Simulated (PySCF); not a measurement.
**Question.** Write Cartesian coordinates for InChI=1S/CH6GeN2Si/c3-1-2-4-5/h4H,2H2,5H3 as optimised with PBE0-D3(BJ)/def2-SVP.

**Answer.** 
```
atom  x, y, z in Å
N1    -2.428    2.316   -0.747
C2    -2.034    1.267   -0.449
Ge3   -1.324   -0.478    0.020
N4     0.415   -0.591   -0.502
Si5    1.814   -0.034    0.381
H6    -2.177   -1.501   -0.735
H7    -1.400   -0.589    1.543
H8     0.544   -0.762   -1.496
H9     1.440   -0.051    1.826
H10    2.965   -0.954    0.135
H11    2.246    1.350    0.013
```

Any rigid rotation of these coordinates is as good. Atoms count from 1 in this order. Ge3 (germanium bonded to C, N and 2 H) is distorted tetrahedral (angles from 106.1° to 114.5°). N4 (silicon-bound nitrogen) is almost planar (angles 127.0°, 116.6° and 114.3°, sum 357.8°, 0.12 Å off the plane of its three neighbours). Si5 (SiH3 silicon) is distorted tetrahedral (angles from 106.6° to 113.7°).

Bonds between heavy atoms (Å): N1≡C2 1.160, C2–Ge3 1.942, Ge3–N4 1.819, N4–Si5 1.746.

Computed with PBE0-D3(BJ)/def2-SVP geometry optimisation, gas phase (PySCF 2.14.0).

Point group: C1 (no symmetry element, even within 0.4 Å). Stationary, but not proved a minimum. One conformer, not necessarily the lowest (C2–Ge3–N4–Si5 84°).
